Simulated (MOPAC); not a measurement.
Input for MOPAC: PM6 on CH6AlAs (SMILES [CH3][AlH][AsH2]), a point of a torsion scan.

```
PM6 1SCF PRECISE CHARGE=0 THREADS=1
CH6AlAs

C     -1.53034453 1     0.10877222 1    -0.16448386 1
Al    -0.22161751 1    -0.10481820 1     1.32114224 1
As    -0.29043755 1    -1.86519246 1     2.96817202 1
H     -2.31264505 1    -0.66322007 1    -0.17647991 1
H     -2.04858924 1     1.07521544 1    -0.12437481 1
H     -1.04733434 1     0.07657953 1    -1.14932835 1
H      0.88678782 1     0.99629667 1     1.33096126 1
H     -1.76244196 1    -1.48542385 1     2.96502744 1
H     -0.55737194 1    -2.69485408 1     1.72266522 1
```

It printed:

```
*******************************************************************************
 **                                                                           **
 **                              MOPAC v23.2.5                                **
 **                                                                           **
 *******************************************************************************
 ** MOPAC's Digital Object Identifier: https://doi.org/10.5281/zenodo.6511958 **
 **                                                                           **
 ** Please cite the open-source release paper for use of this MOPAC version:  **
 ** J. E. Moussa and J. J. P. Stewart (2026)                                  **
 ** MOPAC: An open-source semiempirical molecular orbital program             **
 ** J. Open Source Softw., 11(119), 8025, https://doi.org/10.21105/joss.08025 **
 *******************************************************************************

                              PM6 CALCULATION RESULTS

 *******************************************************************************
 *  PM6        - The PM6 Hamiltonian to be used
 *
 *
 *
 *                 CHARGE ON SYSTEM = 0
 *
 *
 *
 *  PRECISE    - TIGHTER CRITERIA TO BE USED
 *  1SCF       - DO 1 SCF AND THEN STOP
 *  THREADS=1  - MULTI-THREADING NOT USED
 *  T=         - A TIME OF 172800.0 SECONDS REQUESTED
 *  DUMP=N     - RESTART FILE WRITTEN EVERY 7200.0 SECONDS REQUESTED
 *******************************************************************************
PM6 1SCF PRECISE CHARGE=0 THREADS=1
 CH6AlAs

   ATOM   CHEMICAL          X               Y               Z
  NUMBER   SYMBOL      (ANGSTROMS)     (ANGSTROMS)     (ANGSTROMS)

     1       C         -1.53034453  *   0.10877222  *  -0.16448386  *
     2      Al         -0.22161751  *  -0.10481820  *   1.32114224  *
     3      As         -0.29043755  *  -1.86519246  *   2.96817202  *
     4       H         -2.31264505  *  -0.66322007  *  -0.17647991  *
     5       H         -2.04858924  *   1.07521544  *  -0.12437481  *
     6       H         -1.04733434  *   0.07657953  *  -1.14932835  *
     7       H          0.88678782  *   0.99629667  *   1.33096126  *
     8       H         -1.76244196  *  -1.48542385  *   2.96502744  *
     9       H         -0.55737194  *  -2.69485408  *   1.72266522  *



          CARTESIAN COORDINATES

    NO.       ATOM           X           Y           Z

     1         C         -1.5303      0.1088     -0.1645
     2        Al         -0.2216     -0.1048      1.3211
     3        As         -0.2904     -1.8652      2.9682
     4         H         -2.3126     -0.6632     -0.1765
     5         H         -2.0486      1.0752     -0.1244
     6         H         -1.0473      0.0766     -1.1493
     7         H          0.8868      0.9963      1.3310
     8         H         -1.7624     -1.4854      2.9650
     9         H         -0.5574     -2.6949      1.7227

 General Reference for PM6:
 "Optimization of Parameters for Semiempirical Methods V: Modification of NDDO Approximations
 and Application to 70 Elements", J. J. P. Stewart, J. Mol. Mod., 13, 1173-1213 (2007)
 URL: https://link.springer.com/article/10.1007/s00894-007-0233-4

           Empirical Formula: C H6 Al As  =     9 atoms



      MOLECULAR POINT GROUP   :   Cs


      RHF CALCULATION, NO. OF DOUBLY OCCUPIED LEVELS = 9


 -------------------------------------------------------------------------------
 PM6 1SCF PRECISE CHARGE=0 THREADS=1
 CH6AlAs



     1SCF WAS SPECIFIED, SO BFGS WAS NOT USED
     SCF FIELD WAS ACHIEVED


                              PM6 CALCULATION
                                                       MOPAC v23.2.5 Linux




          FINAL HEAT OF FORMATION =         98.33488 KCAL/MOL =     411.43314 KJ/MOL


          COSMO AREA              =        124.89 SQUARE ANGSTROMS
          COSMO VOLUME            =        116.02 CUBIC ANGSTROMS

          IONIZATION POTENTIAL    =          9.602091 EV
          HOMO LUMO ENERGIES (EV) =         -9.602  1.059
          NO. OF FILLED LEVELS    =          9
          MOLECULAR WEIGHT        =        119.9615         POINT GROUP:  Cs

          MOLECULAR DIMENSIONS (Angstroms)

            Atom       Atom       Distance
            H     5   As     3     4.61529
            H     7    H     4     3.72694
            H     8    H     6     2.68795


          SCF CALCULATIONS        =          1





   ATOM   CHEMICAL          X               Y               Z
  NUMBER   SYMBOL      (ANGSTROMS)     (ANGSTROMS)     (ANGSTROMS)

     1       C         -1.53034453  *   0.10877222  *  -0.16448386  *
     2      Al         -0.22161751  *  -0.10481820  *   1.32114224  *
     3      As         -0.29043755  *  -1.86519246  *   2.96817202  *
     4       H         -2.31264505  *  -0.66322007  *  -0.17647991  *
     5       H         -2.04858924  *   1.07521544  *  -0.12437481  *
     6       H         -1.04733434  *   0.07657953  *  -1.14932835  *
     7       H          0.88678782  *   0.99629667  *   1.33096126  *
     8       H         -1.76244196  *  -1.48542385  *   2.96502744  *
     9       H         -0.55737194  *  -2.69485408  *   1.72266522  *

                             CARTESIAN COORDINATES

   1    C       -1.530344530     0.108772220    -0.164483860
   2   Al       -0.221617510    -0.104818200     1.321142240
   3   As       -0.290437550    -1.865192460     2.968172020
   4    H       -2.312645050    -0.663220070    -0.176479910
   5    H       -2.048589240     1.075215440    -0.124374810
   6    H       -1.047334340     0.076579530    -1.149328350
   7    H        0.886787820     0.996296670     1.330961260
   8    H       -1.762441960    -1.485423850     2.965027440
   9    H       -0.557371940    -2.694854080     1.722665220


           Empirical Formula: C H6 Al As  =     9 atoms



      MOLECULAR POINT GROUP   :   Cs


                  EIGENVALUES
 -23.66910 -17.60833 -14.25053 -13.18812 -13.12355 -12.16334 -11.10447 -10.16378
  -9.60209   1.05897   2.36544   3.57676   3.95567   4.64892   5.68872   6.42552
   6.52907   7.57891  55.59147  55.70324  55.74795  55.89111  56.06097 107.87448
 107.98026 108.48466 109.61764 110.13953


              NET ATOMIC CHARGES AND DIPOLE CONTRIBUTIONS

  ATOM NO.   TYPE          CHARGE      No. of ELECS.   s-Pop       p-Pop       d-Pop
    1          C          -0.723303        4.7233     1.11641     3.60689
    2         Al           0.383542        2.6165     1.07714     1.50232     0.03700
    3         As           0.008926        4.9911     1.80681     3.17418     0.01008
    4          H           0.152930        0.8471     0.84707
    5          H           0.161113        0.8389     0.83889
    6          H           0.161105        0.8389     0.83889
    7          H          -0.106154        1.1062     1.10615
    8          H          -0.019076        1.0191     1.01908
    9          H          -0.019082        1.0191     1.01908
 DIPOLE           X         Y         Z       TOTAL
 POINT-CHG.     0.562    -0.372     0.909     1.131
 HYBRID        -1.199    -0.145    -1.025     1.584
 SUM           -0.637    -0.516    -0.116     0.828


          ATOMIC ORBITAL ELECTRON POPULATIONS

     Atom    s        px        py        pz      x^2-y^2     xz        z^2       yz        xy
    1  C   1.11641   1.20906   1.17560   1.22223
    2 Al   1.07714   0.49576   0.54077   0.46579   0.00500   0.00926   0.00807   0.00603   0.00865
    3 As   1.80681   1.05756   1.07134   1.04528   0.00251   0.00033   0.00196   0.00460   0.00069
    4  H   0.84707
    5  H   0.83889
    6  H   0.83889
    7  H   1.10615
    8  H   1.01908
    9  H   1.01908

 **********************
 *                    *
 * JOB ENDED NORMALLY *
 *                    *
 **********************




 == MOPAC DONE ==
```

The run finished.

Cost: very roughly 0.03 core-seconds.
